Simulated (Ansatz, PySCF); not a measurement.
Ansatz (an electronic-structure program) was given this input:
Ansatz 0.2 input:
```yaml
crystal:
  periodic: [false, false, false]
  atoms:
    - {symbol: N, position_ang: [1.80377605, 0.40669877, 0.41079244]}
    - {symbol: C, position_ang: [0.55525961, 0.53578980, -0.30341136]}
    - {symbol: C, position_ang: [-0.37188673, -0.57391230, 0.21204955]}
    - {symbol: N, position_ang: [-1.78540787, -0.35062301, -0.21229831]}
    - {symbol: H, position_ang: [2.34747377, -0.38485303, 0.08846894]}
    - {symbol: H, position_ang: [2.37583945, 1.23615333, 0.32453696]}
    - {symbol: H, position_ang: [0.12800891, 1.51067895, -0.04940094]}
    - {symbol: H, position_ang: [0.64176341, 0.47195667, -1.40161486]}
    - {symbol: H, position_ang: [-0.03979645, -1.54436968, -0.15816924]}
    - {symbol: H, position_ang: [-0.31610495, -0.58094099, 1.30137567]}
    - {symbol: H, position_ang: [-2.39829861, -1.09756326, 0.13845438]}
    - {symbol: H, position_ang: [-2.11999881, 0.55092376, 0.15401811]}
    - {symbol: H, position_ang: [-1.84770119, -0.32578111, -1.23895708]}
basis:
  gaussian:
    orbitals: STO-3G
total_charge: 1
magnetization: {spin_polarized: false}
correlation: {method: mp2, electrons: outside_noble_gas}
accuracy: high
```

Problem. Convert this to an input for PySCF.

Solution. Several could match; the one computed here: 
```python
from pyscf import gto, scf, mp

mol = gto.Mole()
mol.atom = '''
    N     1.80377605    0.40669877    0.41079244
    C     0.55525961    0.53578980   -0.30341136
    C    -0.37188673   -0.57391230    0.21204955
    N    -1.78540787   -0.35062301   -0.21229831
    H     2.34747377   -0.38485303    0.08846894
    H     2.37583945    1.23615333    0.32453696
    H     0.12800891    1.51067895   -0.04940094
    H     0.64176341    0.47195667   -1.40161486
    H    -0.03979645   -1.54436968   -0.15816924
    H    -0.31610495   -0.58094099    1.30137567
    H    -2.39829861   -1.09756326    0.13845438
    H    -2.11999881    0.55092376    0.15401811
    H    -1.84770119   -0.32578111   -1.23895708
'''
mol.basis = 'sto-3g'
mol.charge = 1
mol.verbose = 4
mol.build()

mf = scf.RHF(mol)
mf.kernel()

pt = mp.MP2(mf, frozen=4)
pt.kernel()
print('E(MP2) = %.10f' % pt.e_tot)
```

Both were run: Ansatz gave -187.556257 Eh and PySCF -187.556257 Eh, 0.000 mEh apart.
